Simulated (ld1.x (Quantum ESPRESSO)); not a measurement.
**zirconium: ultrasoft pseudisation with PBE, scalar-relativistic reference atom.**

```
Element                 : zirconium (Zr)
Generator               : ld1.x (Quantum ESPRESSO) 7.5
Type                    : ultrasoft
Functional              : PBE
Relativity              : scalar-relativistic
Frozen core             : [Kr]
Valence charge          : 4
Reference configuration : 4d2.5 5s1.5 5p0
Partial waves           : 5s (bound): rcut 3.25, rcutus 3.45 bohr; 5s channel at 3.65 Ry: rcut 3.25, rcutus 3.45 bohr; 5p (bound, empty): rcut 2.75, rcutus 3.80 bohr; 5p channel at 0.5 Ry: rcut 2.75, rcutus 3.80 bohr; 4d (bound): rcut 2.55, rcutus 3.05 bohr; 4d channel at 3.75 Ry: rcut 2.55, rcutus 3.05 bohr
Local potential         : all-electron potential smoothed inside 3.05 bohr (lloc = -1)
Core correction         : Bessel-smoothed model core inside 1.80 bohr
Augmentation charge     : PSQ, radius 2.70 bohr
```

Calculated quality:

```
Cutoffs needed                            : 10 Ry and 12 Ry (the cutoffs (Ry, on a coarse ladder) from which the occupation-weighted sum of valence levels, in a spherical-Bessel basis at the reference potential, stays within 10 and 1 mRy of its value at 400 Ry)
Ghost test                                : no extra level below or beside the all-electron valence levels (s, p, d, f tested) (spherical-Bessel basis up to 400 Ry, 20 bohr box)
Largest excitation error                  : -333 meV (all-electron minus pseudo) for 4d1 5s0 5p0, out of 7 test configurations
Lowest eigenvalue of the overlap operator : 0.03 (s channel)
Density cutoff estimated by the generator : 60 Ry
```

Generation and tests took about 2.1 s on one core of a shared server CPU.
